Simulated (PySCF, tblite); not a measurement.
Parent: `[PH-:1][c:2]1[cH:3][cH:4][n:5][cH:6][cH:7]1` (charge -1) with H–P1–C2–C3 180°, [C5H5NP]-.

Computed geometry: GFN2-xTB, gas phase. One conformer each, not checked by frequencies here.

| coordinate of the parent | value |
| --- | --- |
| P1–C2 | 1.750 Å |
| C2–C3 | 1.415 Å |
| C3–C4 | 1.369 Å |
| C4–N5 | 1.338 Å |
| N5–C6 | 1.336 Å |
| C6–C7 | 1.369 Å |
| C2–C7 | 1.414 Å |
| P1–C2–C3 | 120.6° |
| P1–C2–C7 | 124.7° |
| C3–C2–C7 | 114.7° |
| C2–C3–C4 | 120.1° |
| C3–C4–N5 | 124.9° |
| C4–N5–C6 | 115.2° |
| N5–C6–C7 | 125.1° |
| C2–C7–C6 | 119.9° |

How does the shared frame change in `[CH:1]#[C:2][P-:3][c:4]1[cH:5][cH:6][n:7][cH:8][cH:9]1` (charge -1) with C2–P3–C4–C5 180°, [C7H5NP]-? Atoms pair as P1 = P3, C2 = C4, C3 = C5, C4 = C6, N5 = N7, C6 = C8, C7 = C9 (parent first).

```tsv
parent	relative	value in the relative	change
P1–C2	P3–C4	1.761 Å	+0.011
C2–C3	C4–C5	1.415 Å	0.000
C3–C4	C5–C6	1.369 Å	0.000
C4–N5	C6–N7	1.337 Å	-0.001
N5–C6	N7–C8	1.337 Å	+0.001
C6–C7	C8–C9	1.370 Å	+0.001
C2–C7	C4–C9	1.414 Å	0.000
P1–C2–C3	P3–C4–C5	119.1°	-1.5
P1–C2–C7	P3–C4–C9	126.0°	+1.3
C3–C2–C7	C5–C4–C9	114.9°	+0.2
C2–C3–C4	C4–C5–C6	120.1°	0.0
C3–C4–N5	C5–C6–N7	124.8°	-0.1
C4–N5–C6	C6–N7–C8	115.2°	0.0
N5–C6–C7	N7–C8–C9	125.3°	+0.2
C2–C7–C6	C4–C9–C8	119.7°	-0.2
```

Of the parent's bonds, P1–C2 changes most (+0.011 Å). Bonds of the relative outside the shared frame: C1≡C2 1.209, C2–P3 1.746 Å. Point group Cs → Cs.
